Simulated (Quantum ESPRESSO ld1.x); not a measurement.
The selenium ion Se24+, 10 electrons, occupied as [Ne]. Method: scalar-relativistic Kohn-Sham, LDA (Slater exchange, Perdew-Zunger correlation), spin-polarised, spherical densities, point nucleus; computed with ld1.x of Quantum ESPRESSO 7.5. Some entries of the table are withheld. Estimate them.

orbital,occ.,eigenvalue (Ry),<r^2> (bohr^2)
1s,2,(1),(2)
2s,2,(3),(4)
2p,6,(5),0.03403

Answer. 
(1) 1s eigenvalue (Ry): -1000.38
(2) 1s <r^2> (bohr^2): 0.002618
(3) 2s eigenvalue (Ry): -196.013
(4) 2s <r^2> (bohr^2): 0.04347
(5) 2p eigenvalue (Ry): -182.814
